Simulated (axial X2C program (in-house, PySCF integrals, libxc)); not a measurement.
# Curves of HfS⁻ by EOM-EA-CCSD

Computed with an axial X2C code built on PySCF integrals: two-component X2C with atomic mean-field Coulomb and Gaunt terms, Gaussian nuclei, basis Hf dyall-acv3z, S dyall-av3z with contracted cores.

Energies in eV from the lowest point of the lowest state; states are followed by energy order within each Ω. Reference: HfS, 18 electrons correlated in 84 virtual spinors with an MP2 remainder; levels at this size can be off by some tenths of an eV. Masses 179.947 and 31.972 u.

```
R (Å)  (1)Ω=1/2  (1)Ω=3/2  (2)Ω=1/2  (2)Ω=3/2  (1)Ω=5/2
1.979    1.0450    1.2122    1.3147    1.6356    1.7969
2.065    0.4074    0.6009    0.7050    0.9240    1.1030
2.151    0.0887    0.2918    0.4074    0.5391    0.7277
2.248    0.0000    0.1887    0.3372    0.3998    0.5836
2.345    0.1225    0.0927    0.4778    0.4213    0.7993
```

No minimum in range: (1)Ω=3/2; the order of states may turn beyond it. T1 of the reference reaches 0.031 (Lee–Taylor). Curves followed by order can swap character. Number of frozen shells: Hf 4 s, 3 p, 2 d, 1 f; S 2 s, 1 p. Roots with under 60 % one-particle weight at any point are counted in the labels but not shown, and the list ends where the roots sought for some Ω run out; states that need a further excitation are missing and may lie low or lowest. Curves with a minimum but no constants failed the fit check.
